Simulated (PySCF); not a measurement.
## Run record: C32H22N4

The script drives PySCF SCF with an in-house response code with single-precision fitted integrals, so total energies wander by about 1e-6 Eh between cycles (the fitting error itself is about 1e-3 Eh and cancels in differences); atoms count from 0. Pop asks for populations, which are stored and not printed.

Job and coordinates (Å):

```
{"job": {"kind": "nmr", "basis": "pcSseg-1", "pop": false, "xc": "KT2"}, "charge": 0, "multiplicity": 1}
N     -3.802462    -1.637706    -2.669112
C     -2.672724    -1.501829    -2.522654
C     -1.270779    -1.323374    -2.470300
C     -0.543179    -1.709364    -3.600780
C      0.809915    -1.477322    -3.653512
C      1.455146    -0.886948    -2.561979
C      2.861635    -0.766918    -2.642364
N      4.001173    -0.752186    -2.773916
C      0.751399    -0.502846    -1.406527
N      1.439526     0.060812    -0.335627
C      1.222827    -0.410830     0.967476
C      0.883114    -1.742874     1.184982
C      0.643816    -2.202270     2.466475
C      0.771195    -1.348599     3.548156
C      1.137180    -0.028242     3.338781
C      1.352978     0.445008     2.060126
C      2.479943     0.975512    -0.581501
C      2.352072     1.925834    -1.592027
C      3.365545     2.834352    -1.825353
C      4.514675     2.813477    -1.054421
C      4.649244     1.865782    -0.053795
C      3.643961     0.949329     0.182533
C     -0.649940    -0.713908    -1.365141
N     -1.416966    -0.325681    -0.270345
C     -2.463978    -1.153970     0.173170
C     -3.671525    -0.605696     0.597940
C     -4.684843    -1.426938     1.050718
C     -4.515342    -2.800928     1.080689
C     -3.321877    -3.351015     0.646660
C     -2.300384    -2.537184     0.197887
C     -1.267809     0.957558     0.275630
C     -1.487519     1.178495     1.634233
C     -1.337883     2.445166     2.161778
C     -0.950002     3.502888     1.354664
C     -0.733579     3.288034     0.004965
C     -0.906214     2.028181    -0.536539
H     -1.061543    -2.173836    -4.425206
H      1.389433    -1.755875    -4.520123
H      0.825707    -2.420934     0.345760
H      0.366988    -3.234665     2.620061
H      0.592367    -1.709149     4.549682
H      1.239927     0.643310     4.178238
H      1.614943     1.479487     1.897200
H      1.461561     1.948418    -2.202106
H      3.252950     3.565033    -2.612675
H      5.305272     3.523994    -1.239311
H      5.548418     1.831472     0.543014
H      3.761535     0.199497     0.950601
H     -3.816642     0.463537     0.557983
H     -5.617945    -0.989546     1.372856
H     -5.311690    -3.439653     1.430289
H     -3.180783    -4.421749     0.659448
H     -1.375123    -2.977028    -0.143108
H     -1.766164     0.350941     2.268757
H     -1.510826     2.604753     3.215475
H     -0.823780     4.488279     1.776670
H     -0.439492     4.107683    -0.633139
H     -0.778814     1.871764    -1.597892
```

Command:

```bash
OMP_NUM_THREADS=2 python large_run.py task.json out
```

Question: What does the program print?

Answer: 
```
start: PBE on a coarse grid of 48666 points
cycle   1  E = -1448.9625600557  dE =  6.281e+00  |g| = 1.212e+00  |ddm| = 8.789e+00
cycle   2  E = -1447.2588102159  dE =  1.704e+00  |g| = 2.882e+00  |ddm| = 5.324e+00
cycle   3  E = -1449.0754033522  dE = -1.817e+00  |g| = 1.019e+00  |ddm| = 4.837e+00
cycle   4  E = -1449.3447537080  dE = -2.694e-01  |g| = 1.725e-01  |ddm| = 1.432e+00
cycle   5  E = -1449.3487184192  dE = -3.965e-03  |g| = 1.184e-01  |ddm| = 4.025e-01
cycle   6  E = -1449.3518498997  dE = -3.131e-03  |g| = 5.826e-02  |ddm| = 2.105e-01
cycle   7  E = -1449.3525855777  dE = -7.357e-04  |g| = 2.105e-02  |ddm| = 8.256e-02
cycle   8  E = -1449.3526922701  dE = -1.067e-04  |g| = 3.817e-03  |ddm| = 2.881e-02
final grid: 447946 points
cycle   9  E = -1477.4938935384  dE = -8.338e-02  |g| = 9.057e-02  |ddm| = 1.239e+00
cycle  10  E = -1477.4858826444  dE =  8.011e-03  |g| = 2.050e-01  |ddm| = 3.510e-01
cycle  11  E = -1477.4950583023  dE = -9.176e-03  |g| = 5.836e-02  |ddm| = 2.821e-01
cycle  12  E = -1477.4959425009  dE = -8.842e-04  |g| = 1.155e-02  |ddm| = 9.038e-02
cycle  13  E = -1477.4959684323  dE = -2.593e-05  |g| = 7.655e-03  |ddm| = 2.580e-02
cycle  14  E = -1477.4959798771  dE = -1.144e-05  |g| = 4.027e-03  |ddm| = 1.194e-02
cycle  15  E = -1477.4959813488  dE = -1.472e-06  |g| = 1.247e-03  |ddm| = 6.024e-03
cycle  16  E = -1477.4959824453  dE = -1.097e-06  |g| = 3.472e-04  |ddm| = 1.945e-03
cycle  17  E = -1477.4959827079  dE = -2.626e-07  |g| = 1.010e-04  |ddm| = 5.174e-04
cycle  18  E = -1477.4959824875  dE =  2.204e-07  |g| = 4.232e-05  |ddm| = 2.143e-04
converged SCF energy = -1477.4959824875

GIAO shielding tensors (ppm)
atom      isotropic    diamagn.    paramagn.     s11        s22        s33       span
  0 N      -59.165     342.173    -401.338   -182.979   -158.640    164.124    347.102
  1 C       72.283     259.571    -187.288    -38.850    -24.717    280.416    319.266
  2 C       76.201     260.380    -184.179     -6.323     77.806    157.119    163.442
  3 C       60.079     248.145    -188.066    -33.279     51.615    161.901    195.180
  4 C       60.086     248.195    -188.109    -33.301     51.690    161.868    195.168
  5 C       76.227     260.401    -184.174     -6.246     77.785    157.142    163.389
  6 C       72.284     259.569    -187.284    -38.896    -24.709    280.459    319.355
  7 N      -59.151     342.159    -401.310   -182.873   -158.621    164.041    346.915
  8 C       46.317     256.464    -210.147    -15.810     22.325    132.438    148.248
  9 N      122.595     344.132    -221.537    103.397    121.336    143.052     39.655
 10 C       45.672     262.794    -217.122    -35.317     34.119    138.216    173.534
 11 C       67.061     258.628    -191.567    -24.755     56.050    169.888    194.643
 12 C       61.619     257.330    -195.711    -37.965     49.706    173.116    211.081
 13 C       65.079     259.247    -194.167    -31.840     51.813    175.265    207.105
 14 C       61.633     258.502    -196.868    -37.110     48.057    173.953    211.062
 15 C       63.628     259.854    -196.226    -26.956     40.249    177.591    204.548
 16 C       44.647     251.230    -206.582    -37.508     36.309    135.140    172.648
 17 C       68.383     257.615    -189.232    -20.268     56.977    168.439    188.707
 18 C       61.268     253.893    -192.625    -39.605     51.492    171.917    211.522
 19 C       65.154     256.748    -191.595    -29.791     51.049    174.202    203.993
 20 C       60.882     254.525    -193.643    -38.246     48.543    172.348    210.594
 21 C       65.739     251.999    -186.260    -23.551     47.259    173.510    197.061
 22 C       46.295     256.470    -210.175    -15.824     22.261    132.448    148.272
 23 N      122.602     344.203    -221.600    103.369    121.311    143.126     39.756
 24 C       44.670     251.185    -206.514    -37.471     36.287    135.194    172.665
 25 C       65.746     251.975    -186.229    -23.536     47.258    173.517    197.053
 26 C       60.883     254.535    -193.652    -38.245     48.525    172.369    210.614
 27 C       65.129     256.794    -191.664    -29.838     51.064    174.162    204.000
 28 C       61.248     253.868    -192.620    -39.615     51.454    171.906    211.520
 29 C       68.388     257.617    -189.229    -20.256     56.983    168.435    188.691
 30 C       45.700     262.781    -217.081    -35.309     34.150    138.259    173.569
 31 C       63.669     259.858    -196.189    -26.901     40.306    177.603    204.503
 32 C       61.679     258.506    -196.827    -37.048     48.055    174.030    211.079
 33 C       65.104     259.251    -194.147    -31.856     51.891    175.276    207.132
 34 C       61.645     257.265    -195.620    -37.900     49.663    173.173    211.073
 35 C       67.116     258.631    -191.515    -24.694     56.114    169.928    194.622
 36 H       24.609      28.493      -3.884     21.509     24.802     27.516      6.007
 37 H       24.602      28.488      -3.886     21.503     24.799     27.504      6.001
 38 H       24.531      40.024     -15.494     20.734     22.866     29.992      9.258
 39 H       24.379      33.499      -9.120     21.469     23.960     27.708      6.239
 40 H       24.685      31.638      -6.953     21.421     25.537     27.097      5.677
 41 H       24.744      33.525      -8.781     21.737     24.702     27.793      6.056
 42 H       25.364      41.573     -16.209     19.195     27.356     29.542     10.347
 43 H       24.511      39.938     -15.427     20.258     22.676     30.598     10.340
 44 H       24.338      30.853      -6.515     21.248     23.753     28.014      6.766
 45 H       24.611      27.237      -2.626     21.635     25.434     26.765      5.130
 46 H       24.444      29.016      -4.572     21.132     24.484     27.717      6.586
 47 H       24.394      36.218     -11.824     18.855     22.406     31.920     13.066
 48 H       24.393      36.216     -11.823     18.848     22.407     31.923     13.075
 49 H       24.448      29.018      -4.570     21.135     24.496     27.714      6.579
 50 H       24.608      27.252      -2.644     21.632     25.429     26.763      5.131
 51 H       24.339      30.856      -6.516     21.247     23.753     28.017      6.770
 52 H       24.509      39.943     -15.434     20.256     22.674     30.597     10.341
 53 H       25.366      41.587     -16.221     19.196     27.359     29.543     10.347
 54 H       24.751      33.533      -8.782     21.743     24.707     27.801      6.058
 55 H       24.683      31.655      -6.973     21.421     25.538     27.089      5.669
 56 H       24.385      33.503      -9.118     21.474     23.972     27.710      6.236
 57 H       24.531      40.031     -15.500     20.735     22.867     29.992      9.257
```

The run took 78 s of wall time on 2 threads of Arm Neoverse V2 (shared host), peak memory 1.5 GiB.
